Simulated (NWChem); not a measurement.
All runs are NWChem calculations. System: H5BS, charge 0, spin multiplicity 1, at a geometry optimised with PBE0/def2-SVP. The structure started from a generated list of species. Level: MP2/def2-TZVP, 6 core orbitals frozen.

The NWChem input:

```
start mol
memory heap 200 mb stack 800 mb global 1000 mb
geometry units angstroms nocenter noautoz
  B      1.294425    -0.470836     0.000000
  H      1.736544     0.025980    -1.020574
  H      1.736544     0.025980     1.020574
  H      1.170512    -1.679155     0.000000
  S     -0.546786     0.297357     0.000000
  H     -1.183577    -0.388166    -0.978602
  H     -1.183577    -0.388166     0.978602
  symmetry group Cs
end
basis spherical
  * library def2-tzvp
end
scf
  rhf
  nopen 0
  maxiter 100
  thresh 1e-7
  semidirect memsize 60000000 filesize 0
end
mp2
  freeze core 6
end
task mp2 energy
```

NWChem printed:

```
             Northwest Computational Chemistry Package (NWChem) 7.3.0
             --------------------------------------------------------

                                NWChem Input Module
                                -------------------

 Scaling coordinates for geometry "geometry" by  1.889725989
 (inverse scale =  0.529177249)

 Turning off AUTOSYM since
 SYMMETRY directive was detected!

                             Geometry "geometry" -> ""
                             -------------------------

 Output coordinates in angstroms (scale by  1.889725989 to convert to a.u.)

  No.       Tag          Charge          X              Y              Z
 ---- ---------------- ---------- -------------- -------------- --------------
    1 B                    5.0000     1.29442500    -0.47083600     0.00000000
    2 H                    1.0000     1.73654400     0.02598000    -1.02057400
    3 H                    1.0000     1.73654400     0.02598000     1.02057400
    4 H                    1.0000     1.17051200    -1.67915500     0.00000000
    5 S                   16.0000    -0.54678600     0.29735700     0.00000000
    6 H                    1.0000    -1.18357700    -0.38816600    -0.97860200
    7 H                    1.0000    -1.18357700    -0.38816600     0.97860200

 Effective nuclear repulsion energy (a.u.)      54.2674259617

            Nuclear Dipole moment (a.u.)
            ----------------------------
        X                 Y               Z
 ---------------- ---------------- ----------------
    -0.0000094486     0.0000094486     0.0000000000

      Symmetry information
      --------------------

 Group name             Cs
 Group number              2
 Group order               2
 No. of unique centers     5

      Symmetry unique atoms

     1    2    4    5    6


 Summary of "ao basis" -> "" (spherical)
 ------------------------------------------------------------------------------
       Tag                 Description            Shells   Functions and Types
 ---------------- ------------------------------  ------  ---------------------
 *                         def2-tzvp                  on all atoms
[...]
     1   1 0 0     -1.581871      0.000000     -0.000009
     1   0 1 0      0.099821      0.000000      0.000009
     1   0 0 1     -0.000000      0.000000      0.000000

     2   2 0 0    -18.761277      0.000000     83.435264
     2   1 1 0      1.869879      0.000000    -23.587420
     2   1 0 1     -0.000000      0.000000      0.000000
     2   0 2 0    -18.630459      0.000000     20.160189
     2   0 1 1      0.000000      0.000000      0.000000
     2   0 0 2    -16.164443      0.000000     14.278780

                   NWChem MP2 Semi-direct Energy/Gradient Module
                   ---------------------------------------------

  Basis functions       =     98
  Molecular orbitals    =     98
  Frozen core           =      6
  Frozen virtuals       =      0
  Active alpha occupied =      7
  Active beta occupied  =      7
  Active alpha virtual  =     85
  Active beta virtual   =     85
  Use MO symmetry       = T
  Use skeleton AO sym   = T

  AO/Fock/Back tols     =   1.0D-09  1.0D-09  1.0D-09

 GA uses MA = F    GA memory limited = T

 Available:
  local mem=  1.15D+08
 global mem=  1.31D+08
 local disk=  0.00D+00
  mp2_memr nvloc                    85
  nvloc new                    85
   1 passes of   7:        5242880                      49330                   9785567.
   1 passes of   7: M    114680730           G      131052792           F     109437850.

 Semi-direct pass number   1 of   1  for RHF alpha+beta  at        3.0s
  vrange nnbf                  4829
  mp2_eaftype                    37  avail_ma_in_mb                   999
 EAF : mp2_eaftype filesize          37    4892784.
  mp2_eaf for mointskh                     37
Node 0 wrote     23.0 Mb in      0.0 s     Agg I/O rate:  2186.5 Mb/s
 Done moints_semi at        7.9s
  mp2_eaftype                    37  avail_ma_in_mb                   962
 EAF : mp2_eaftype filesize          37    4892784.
  mp2_eaf for kh                    37
 Done maket at        8.1s
 Done multipass loop at        8.1s

          -------------------------------------------
          SCF energy                -425.108324251526
          Correlation energy          -0.310218681713
          Singlet pairs               -0.220392611499
          Triplet pairs               -0.089826070214
          Total MP2 energy          -425.418542933239
          -------------------------------------------

          ---------------------------------------------------
                    Spin Component Scaled (SCS) MP2
          Same spin pairs                     -0.059884046810
          Same spin scaling factor             0.333333333333
          Opposite spin pairs                 -0.250334634904
          Opposite spin scaling fact.          1.200000000000
          SCS-MP2 correlation energy          -0.320362910821
          Total SCS-MP2 energy              -425.428687162346
          ---------------------------------------------------

 -----------------------
 Performance information
 -----------------------

 Timer overhead =  2.40D-07 seconds/call

               Nr. of calls         CPU time (s)                 Wall time (s)                GFlops
             ---------------    -------------------     ------------------------------   -------------------
Name         Min   Avg   Max    Min     Avg     Max     Min     Avg     Max   Mx/calls   Min     Max     Sum
mp2: moin     1     1     1    4.9     4.9     4.9      4.9     4.9     4.9     4.9      0.0     0.0     0.0
mp2: make     1     1     1   0.20    0.20    0.20     0.20    0.20    0.20    0.20      0.0     0.0     0.0
mp2: tota     1     1     1    5.2     5.2     5.2      5.2     5.2     5.2     5.2      0.0     0.0     0.0

 The average no. of pstat calls per process was 3.00D+00
 with a timing overhead of 7.19D-07s

 Task  times  cpu:        8.0s     wall:        8.0s

 Total times  cpu:        8.1s     wall:        8.1s
```
